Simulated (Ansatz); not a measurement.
```yaml
crystal:
  periodic: [false, false, false]
  atoms:
    - {symbol: O, position_ang: [-0.357700, -0.127295, -3.573417]}
    - {symbol: C, position_ang: [-0.251138, -0.303389, -2.433830]}
    - {symbol: N, position_ang: [-0.216719, -0.582936, -1.279317]}
    - {symbol: B, position_ang: [0.000747, 0.040736, -0.012845]}
    - {symbol: N, position_ang: [0.230287, 1.377791, 0.135727]}
    - {symbol: C, position_ang: [0.420549, 2.262445, 0.930760]}
    - {symbol: O, position_ang: [0.631558, 3.141763, 1.617603]}
    - {symbol: N, position_ang: [0.032384, -0.802305, 1.158518]}
    - {symbol: C, position_ang: [-0.189157, -1.971940, 1.492506]}
    - {symbol: O, position_ang: [-0.319839, -3.018735, 1.939211]}
basis:
  gaussian: {orbitals: def2-mTZVP}
total_charge: 1
magnetization: {spin_polarized: true, initial_magnetization: 1}
hamiltonian: {xc: {name: HF}}
correlation: {active_space: {window: {electrons: 2, orbitals: 1}}}
output: {forces: true}
```

```sh
$ ansatz run in.yaml --threads 2 --pin off --events-out ev --progress --plain --max-ram 20480MiB --backend cpu
```

Question: How does Ansatz answer? (Estimate.)

Answer: Computed: The program refused the input.
```
Error: invalid value for `correlation.active_space`: it starts from restricted Hartree–Fock orbitals; set hamiltonian.xc: hf without magnetization.spin_polarized
```
